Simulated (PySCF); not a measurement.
**TcO₃I: fields on a plane**

Method: PySCF, PBE, basis Tc def2-SVP with ECP28, O def2-SVP, I def2-SVP with ECP28 (scalar-relativistic core potentials, no spin–orbit coupling, density fitting).

The singlet minimum has Tc–I 2.595 Å, Tc–O 1.689 Å (×3); I–Tc–O 109.0° (×3), O–Tc–O 109.9° (×3).

The plane holds Tc1 at (0.00, 0.00), O2 at (1.69, 0.00), O3 at (-0.58, 1.59) Å. Columns run from x = -2.55 to 4.05 Å, rows from y = 3.75 (top) to -1.95 Å, in steps of 0.3 Å. Other isomers or separated fragments may lie lower. Core electrons replaced by a potential are absent, the electrostatic potential uses the reduced nuclear charge, and values within about 0.7 Å of such atoms have no physical meaning.

**Question.** Give the electrostatic potential (V) (cut at 20 V). Every second row and column.

**Answer.** 
```
-0.2 -0.3 -0.4 -0.4 -0.4 -0.3 -0.2 -0.2 -0.1 -0.1 -0.1 -0.1
-0.3 -0.4 -0.6 -0.7 -0.6 -0.4 -0.3 -0.2 -0.2 -0.1 -0.1 -0.1
-0.3 -0.5 -0.4  0.9  0.3 -0.4 -0.2 -0.1 -0.2 -0.2 -0.2 -0.2
-0.2 -0.4  3.1 20.0 20.0  1.1  0.2  0.0 -0.2 -0.3 -0.3 -0.2
 0.0  0.0  5.2 20.0 20.0  5.5  2.0  0.3 -0.4 -0.5 -0.4 -0.3
 0.3  0.9  4.1 17.4 20.0 20.0  8.3  7.5  1.5 -0.6 -0.5 -0.3
 0.6  1.8  7.3 20.0 20.0 20.0 20.0 20.0 19.1 -0.3 -0.6 -0.4
 0.6  1.7  6.2 20.0 20.0 20.0 15.9 20.0  8.0 -0.4 -0.5 -0.3
 0.4  1.0  2.9  8.2 16.0 12.9  4.8  1.6  0.0 -0.5 -0.4 -0.3
 0.2  0.5  1.0  2.2  3.4  3.2  1.6  0.4 -0.2 -0.3 -0.2 -0.2
```

**Question.** Give the electron density (e/Å³) (cut at 5 e/Å³). Lower edges of the bins (e/Å³): '0' 0.000, '1' 0.030, '2' 0.076, '3' 0.151, '4' 0.268, '5' 0.455, '6' 0.750, '7' 1.218, '8' 1.960, '9' 3.136; top 5.00.

**Answer.** 
```
00000000000000000000000
00000000000000000000000
00000000000000000000000
00000111100000000000000
00001233321000000000000
00013567532000000000000
00125799853100000000000
00136999963210000000000
00135899964211110000000
00124688764333332100000
00013567886545654210000
00012469999768986310000
00012489669889998420000
00012489669889998420000
00012469999768986310000
00012346886545654210000
00011234443333332100000
00001222222111110000000
00001111111000000000000
00000011100000000000000
```
